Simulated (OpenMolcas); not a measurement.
Ni2+ in CsCaF3: curves along the breathing mode

Ni2+ with its 6 nearest fluoride ions, on the Ca site of CsCaF3 (a = 4.526 Å, distance in the model lattice 2.263 Å). The rest of the host is ab initio model potentials to 7.6 Å, with orthogonalisation functions on the cations behind the ligands, and point charges beyond; the distance is set by hand and nothing relaxes. Ligand basis ANO-RCC-VDZP.

```
Program             : OpenMolcas 26.06
Method              : CASSCF
Basis               : ANO-RCC-VDZP [5s4p2d1f]
Scalar Hamiltonian  : DKH2, point nucleus
Active space        : 8 electrons in 5 orbitals (3d)
State averaging     : 2S+1 = 3 even, 10 roots; 2S+1 = 1 even, 15 roots
Spin-orbit coupling : state interaction with AMFI integrals over the reference wave functions
```

Spin-free energies (labels of O, the rotations of Oh) in cm-1 above the lowest fitted minimum, as all ligands move together:

```
R (Å)   3A2    3T2    3T1     1E    1T2  3T1(2)    1A1
1.954  4640  12400  18010  23330  30150   33660  34260
    2  1610   8390  13380  20180  26020   29330  30760
2.046   190   6140  10570  18620  23640   26820  28910
2.092   190   5410   9350  18480  22790   25890  28520
2.138  1480   6090   9590  19640  23350   26390  29470
2.184  4000   8070  11180  22010  25210   28230  31660
 2.23  7730  11330  14100  25590  28360   31370  35100
```

Cubic fits give the following; the wavenumber is harmonic, with the mass of all moving ligands, small differences in it between states hang on the degree of the fit, a number in brackets counts states of one label, and the table is a selection of at most 14 states with clean curves.

| State | R0 (Å) | Breathing mode (cm-1) | Minimum (cm-1) |
| --- | --- | --- | --- |
| 3A2 | 2.069 | 440 | 0 |
| 3T2 | 2.092 | 448 | 5390 |
| 3T1 | 2.107 | 451 | 9260 |
| 1E | 2.074 | 438 | 18360 |
| 1T2 | 2.096 | 447 | 22760 |
| 3T1(2) | 2.098 | 452 | 25850 |
| 1A1 | 2.082 | 441 | 28470 |
| 1T1 | 2.091 | 447 | 30050 |
| 1E(2) | 2.107 | 456 | 32760 |
| 1T2(2) | 2.107 | 455 | 33510 |
| 1A1(2) | 2.099 | 453 | 67640 |

The minimum of 3T2 is shifted by +0.0226 Å against 3A2 (from the unrounded fits). With M = 114.0 u for the moving shell, the Huang-Rhys factor in this mode is S = M ω ΔR² / 2ħ = 0.01483 × 114.0 × 440 × 0.0226² = 0.38. Only the first shell moves, against a rigid host.

Without dynamic correlation the repulsion within the d shell is too large (B by tens of per cent), so at a given field states of lower spin stand too high. Ligand-to-metal charge-transfer states are missing. With no ligand orbital active B as a rule stays too high, so bands that hang on it stand too high and its fall with covalency is understated. With metal d orbitals alone and no dynamic correlation 10Dq can be off by a tenth to a fifth, either way, in oxide and fluoride hosts. No measured value stands beside these numbers.
